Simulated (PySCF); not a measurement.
Gas-phase reaction: GeF₂ + HF ⇌ GeHF₃

Method: PySCF energies plus ideal-gas RRHO corrections (1 bar). † marks an energy on the PBE0/def2-TZVP geometry and frequencies; other levels use their own. CCSD(T) freezes the core. 6-31G* has spherical d functions here. All species are closed-shell singlets. B3LYP is the form with VWN-RPA correlation. Ge: all electrons, no relativistic terms. GeHF₃: computed as isolated molecules; such fragments, hydroxides, amides, oligomers or adducts are transient or little studied in the gas. CCSD(T) isn't extrapolated to the basis-set limit; its ΔH°(298 K) is -120.5 kJ in def2-SVP and -114.2 kJ in def2-TZVPP. The harmonic model lacks anharmonicity and excited electronic states, which grow with temperature; levels with a mode under 35 cm⁻¹ are left out.

```csv
level,"ΔE electronic, kJ","ΔH°(298 K), kJ","ΔS°(298 K), J/K","ΔG°(600 K), kJ"
B3LYP/def2-TZVP†,-81,-80,-150,10
BLYP/def2-TZVP†,-60,-60,-150,31
CCSD(T)/def2-SVP†,-121,-121,-150,-30
CCSD(T)/def2-TZVPP†,-114,-114,-150,-24
HF/6-31G*,-142,-141,-152,-50
HF/def2-TZVP†,-127,-127,-150,-37
M06-2X/def2-TZVP†,-128,-128,-150,-38
PBE/def2-SVP,-107,-107,-149,-18
PBE0/def2-SVP†,-118,-118,-150,-28
ωB97X-V/def2-TZVP†,-115,-115,-150,-25
```
ΔH° is lowest at HF/6-31G* and highest at BLYP/def2-TZVP†. No reference value is set beside these.
